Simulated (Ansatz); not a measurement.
**Relative stability**

Two isomers of ZnSiH3, doublet, relaxed at PBE0-D4/def2-TZVP (vibrations not checked).

A:

```tsv
atom	x (Å)	y (Å)	z (Å)
Si1	-0.1728	-0.3113	0.5172
Zn2	0.8764	1.6371	-0.2351
H3	-1.0309	-0.2968	1.7350
H4	0.5161	-1.6300	0.4407
H5	1.5200	2.9301	-0.7959
```

B:

Si1  (-0.155, 0.077, -0.056)
Zn2  (1.981, -0.990, 0.722)
H3  (-1.160, 0.124, 1.044)
H4  (-0.751, -0.686, -1.190)
H5  (0.084, 1.475, -0.519)
(Å)

Ansatz 0.2.0; basis: def2-TZVPP; cores frozen in the correlated methods; orbitals are unrestricted. The 3s and 3p shells of Cu and Zn are frozen; filled d shells are correlated. B3LYP uses VWN-RPA correlation.

Question: Which structure is lower at CCSD(T), and by how much? (To be estimated.)

Answer: Computed: B, by 45.6 kJ/mol (electronic energy, against the other). By their contacts, A is ZnSiH₃ ([SiH2][ZnH]) and B is ZnSiH₃ ([SiH3][Zn]).

All methods give the same order:

```
   method  E(B) − E(A) (kJ/mol)
   PBE-D4                 -45.5
r2SCAN-D4                 -35.8
  PBE0-D4                 -45.7
 B3LYP-D4                 -55.9
  wB97M-V                 -47.3
       HF                 -59.2
      MP2                 -41.8
     CCSD                 -47.0
  CCSD(T)                 -45.6
```

The T1 diagnostic stays at or below 0.020. ⟨S²⟩ of the unrestricted Hartree–Fock references: 0.77 (a pure state has 0.75).

Labels in which every atom is bracketed show which atoms are joined, not bond orders.
